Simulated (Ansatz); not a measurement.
H$_{10}$Si$_{5}$, charge +1, doublet, at a GFN2-xTB geometry of the parent state (a state made from the parent by changing its charge; the spin is typed, not shown lowest); HF/def2-SV(P) run with Ansatz (a program for electronic structure).

Input for Ansatz:
Ansatz 0.2 input:
```yaml
crystal:
  periodic: [false, false, false]
  atoms:
    - {symbol: Si, position_ang: [0.95754715, 1.34339082, 1.09853405]}
    - {symbol: Si, position_ang: [1.79918819, -0.67510847, 0.37619988]}
    - {symbol: Si, position_ang: [0.23339394, -1.65177294, -0.99528035]}
    - {symbol: Si, position_ang: [-1.65561408, -0.34099255, -0.98845436]}
    - {symbol: Si, position_ang: [-1.33965070, 1.36082810, 0.53090053]}
    - {symbol: H, position_ang: [0.88350021, 1.29925864, 2.60848582]}
    - {symbol: H, position_ang: [2.15431530, 2.28843441, 1.11151679]}
    - {symbol: H, position_ang: [2.32152697, -1.68543339, 1.33702343]}
    - {symbol: H, position_ang: [3.05469619, -0.46060123, -0.39061996]}
    - {symbol: H, position_ang: [-0.05401588, -3.05462723, -0.61303891]}
    - {symbol: H, position_ang: [0.75209162, -1.88578642, -2.36382099]}
    - {symbol: H, position_ang: [-2.82429245, -1.17000945, -0.59190902]}
    - {symbol: H, position_ang: [-2.07472770, -0.06121157, -2.38946918]}
    - {symbol: H, position_ang: [-1.44463035, 2.67196513, -0.21561395]}
    - {symbol: H, position_ang: [-2.69656681, 1.54918175, 1.20084944]}
basis:
  gaussian:
    orbitals: def2-SV_P_.json
hamiltonian:
  xc: hf
total_charge: 1
magnetization: {spin_polarized: true, initial_magnetization: 1}
```
The basis file holds def2-SV(P) in the JSON format of the Basis Set Exchange.

The log (banner, timings and long lists left out):

```
Functional definition: HF
1150 factors; integrals over basis functions are off by at most 9.3e-4 eV
mean field evaluation 1: about -39442.6332 eV, gradient 1.4e1 eV
mean field evaluation 2: about -39442.7707 eV, gradient 1.4e1 eV
mean field evaluation 4: about -39445.3803 eV, gradient 2.1e0 eV
mean field evaluation 8: about -39445.5124 eV, gradient 2.8e-1 eV
mean field evaluation 16: about -39445.5171 eV, gradient 7.1e-6 eV
mean field evaluation 32: about -39445.7477 eV, gradient 1.2e-1 eV
mean field evaluation 64: about -39445.4594 eV, gradient 5.4e-1 eV
mean field evaluation 96: about -39445.7411 eV, gradient 3.0e-1 eV
mean field evaluation 128: about -39444.0022 eV, gradient 1.1e1 eV
mean field evaluation 160: about -39445.6921 eV, gradient 2.3e-1 eV
mean field evaluation 192: about -39445.5171 eV, gradient 7.4e-4 eV
mean field -39445.74981204 eV, -1449.6045683031 hartree, gradient 4.2e-6 eV, S^2 0.780446; 2 other end points of the search recorded, 0 dependent functions left out
reference -39445.74981204 eV, -1449.6045683031 hartree; 40, 39 occupied and 70, 71 virtual orbitals, 1150 factors
Total energy: -39445.74981204 eV, -1449.6045683031 hartree
```
